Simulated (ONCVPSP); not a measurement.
## Before and after: ONCV potential for Lu (Z = 71)

ONCVPSP 4.0.1 input, shortened (lines: element, Z, core and valence counts, functional; n l f; lmax; l rc ep ncon nbas qcut; lloc lpopt rc5 dvloc0; l nproj debl; icmod fcfact rcfact), PBEsol, scalar-relativistic:

```
  Lu 71.00    9    6  -116133      upf
    1    0    2.00
    2    0    2.00
    2    1    6.00
    3    0    2.00
    3    1    6.00
    3    2   10.00
    4    0    2.00
    4    1    6.00
    4    2   10.00
    4    3   14.00
    5    0    2.00
    5    1    6.00
    5    2    1.00
    6    0    1.75
    6    1    0.25
    3
    0    2.05    0.00    4    8    5.00
    1    2.10    0.00    4    7    6.40
    2    3.40    0.00    4    9    5.20
    3    0.60    0.00    5   10   16.60
    4    2    0.40   -1.00
    0    2    2.60
    1    2    1.30
    2    3    2.50
    3    2    1.00
    1    0.55    0.00
```

All-electron outer shells of the reference configuration (PBEsol, scalar-relativistic, ld1.x):

```json
{"shell": "4p", "level (eV)": "-358.19", "outermost node (bohr)": "0.25", "outermost maximum (bohr)": "0.47"}
{"shell": "4d", "level (eV)": "-192.14", "outermost node (bohr)": "0.23", "outermost maximum (bohr)": "0.48"}
{"shell": "5s", "level (eV)": "-61.47", "outermost node (bohr)": "0.57", "outermost maximum (bohr)": "1.04"}
{"shell": "5p", "level (eV)": "-32.06", "outermost node (bohr)": "0.61", "outermost maximum (bohr)": "1.19"}
{"shell": "4f", "level (eV)": "-10.03", "outermost node (bohr)": "–", "outermost maximum (bohr)": "0.47"}
{"shell": "6s", "level (eV)": "-4.90", "outermost node (bohr)": "1.41", "outermost maximum (bohr)": "3.04"}
{"shell": "5d", "level (eV)": "-2.05", "outermost node (bohr)": "0.68", "outermost maximum (bohr)": "1.84"}
{"shell": "6p", "level (eV)": "-1.50", "outermost node (bohr)": "1.73", "outermost maximum (bohr)": "4.26"}
```

Change: s: qcut 7.7.

Cutoffs: the cutoffs (Ha) at which the residual kinetic energy of the hardest occupied pseudo-wave falls to 1 and 0.1 mHa per electron; they do not see the model core or the augmentation charge, which bear on the density cutoff. Errors are all-electron minus pseudo energies relative to the spin-unpolarised reference configuration.

Problem. What does the change do?

Solution. The potential gets neither clearly harder nor softer (1213 Ha and 1410 Ha → 1213 Ha and 1410 Ha); both files keep a bound ghost (d, p, s); the lowest positive-energy flag moves from s at 32.6 eV to s at 62.8 eV; the errors of the 4 common tests hardly move; the range in which the s phases agree widens (upper end 0.9 → 2.2).

```tsv
quantity	base	changed
cutoff, loose	1213 Ha	1213 Ha
cutoff, tight	1410 Ha	1410 Ha
loose cutoff by channel	s 8.4 Ha, p 9.3 Ha, d 7.8 Ha, f 1213 Ha	s 16 Ha, p 9.3 Ha, d 7.8 Ha, f 1213 Ha
bound ghosts	s, p, d	s, p, d
GHOST(+) flags under 300 eV	s at 32.6 eV	s at 62.8 eV
error for 4f14 5s2 5p6 5d1 6s2 6p0, meV [ΔE -0.84 eV]	+0.1	+0.1
error for 4f14 5s2 5p6 5d1 6s1 6p0, meV [ΔE 6.55 eV]	-1.7	-1.6
error for 4f14 5s2 5p6 5d1 6s0 6p0, meV [ΔE 19.77 eV]	-9.4	-8.6
error for 4f14 5s2 5p6 5d1.5 6s1.5 6p0, meV [ΔE 0.64 eV]	-0.2	0.0
s: phases at 2.08 bohr within 0.05 rad from the reference energy up to (Ha; the scan ends near 5)	0.9	2.2
p: phases at 2.14 bohr within 0.05 rad from the reference energy up to (Ha; the scan ends near 5)	to the end of the scan	to the end of the scan
d: phases at 3.45 bohr within 0.05 rad from the reference energy up to (Ha; the scan ends near 5)	to the end of the scan	to the end of the scan
f: phases at 0.61 bohr within 0.05 rad from the reference energy up to (Ha; the scan ends near 5)	to the end of the scan	to the end of the scan
rms error of d²Exc/dni dnj with the model core, mHa	1.56	1.08
```

 A true bound ghost makes a file unfit for plane-wave use even where its test errors are small: the radial tests pick states by their node count and pass the ghost by.
